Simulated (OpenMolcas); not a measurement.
A calculation on B.

```json
{"Program": "OpenMolcas 26.06", "Method": "SS-CASPT2, IPEA 0.25 Eh, imaginary shift 0.1 Eh (closed shells correlated: 1s)", "Basis": "ANO-RCC-VTZP [4s3p2d1f]", "Scalar Hamiltonian": "DKH2, point nucleus", "Active space": "3 electrons in 4 orbitals (2s 2p)", "State averaging": "2S+1 = 4 odd, 1 root (0 in the spin-orbit step); 2S+1 = 2 odd, 3 roots; 2S+1 = 4 even, 3 roots", "Spin-orbit coupling": "RASSI with atomic mean-field integrals over the reference wave functions, term energies averaged over their components"}
```

(1) Which level of the active space comes out lowest?

(2) How high does 2s 2p² ⁴P_3/2 lie?

(3) How high does 2s² 2p ²P°_3/2 lie?

(4) How high does 2s 2p² ⁴P_1/2 lie?

Measured values: NIST Handbook of Basic Atomic Spectroscopic Data.

Answers

(1) 2s² 2p ²P°_1/2, with 100 % of that term; it is also the measured ground level.

(2) 27192 cm⁻¹ above the lowest level; measured 28875 cm⁻¹ above the ground level, so the calculation is off by -6 %.

(3) 14.5 cm⁻¹ above the lowest level; measured 15.3 cm⁻¹ above the ground level, so the calculation is off by -5 %.

(4) 27187 cm⁻¹ above the lowest level; measured 28870 cm⁻¹ above the ground level, so the calculation is off by -6 %.

Measured partners are found by configuration, term and J. A level has none where our copy of the source lacks it or the pairing is in doubt (some pairs that miss far off the trend of their configuration count as doubtful), and it then counts in no deviation. Levels of configurations outside the active space are missing.

° marks odd parity.
